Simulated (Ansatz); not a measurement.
A geometry relaxed with Ansatz (a program for electronic structure) with B3LYP-D3(BJ)/def2-TZVP, charge 0, multiplicity 1:

```xyz
13

H     -1.2911    -2.1919    -0.4205
H      2.0237    -1.5512     0.3692
H     -1.5611     2.0190    -0.5332
H     -0.0787     2.0870    -1.4873
H     -0.0458     2.5587     0.1965
Al    -0.0241    -0.0030    -0.0019
C      1.8666    -0.4813     0.2154
C     -0.4846     1.8379    -0.5010
C     -1.4102    -1.3615     0.2839
H      2.4595    -0.1770    -0.6528
H     -2.4258    -0.9762     0.1721
H     -1.3280    -1.8008     1.2836
H      2.3008     0.0394     1.0760
```

**Question.** Write the SMILES of this molecule.

**Answer.** `[CH3][Al]([CH3])[CH3]`
